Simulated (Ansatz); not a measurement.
A geometry relaxed with B3LYP-D3(BJ)/def2-TZVP in Ansatz (a program for electronic structure), charge 0, multiplicity 1:

```xyz
11

H      0.6532    -1.4181    -0.7950
S      1.3012     1.6037     0.9123
H     -1.5146     1.8106     0.2042
H      2.4168     0.8679     1.0619
H     -0.1483    -1.8839     0.6856
H     -1.7080     0.3278    -0.7467
B      0.1483     0.2986     0.4485
C      0.5973    -1.1949     0.2778
C     -1.3402     0.7341     0.2008
H      1.5683    -1.4381     0.7107
H     -1.9740     0.2923     0.9785
```

**Question.** Write the SMILES of this molecule.

**Answer.** `CB(C)S`
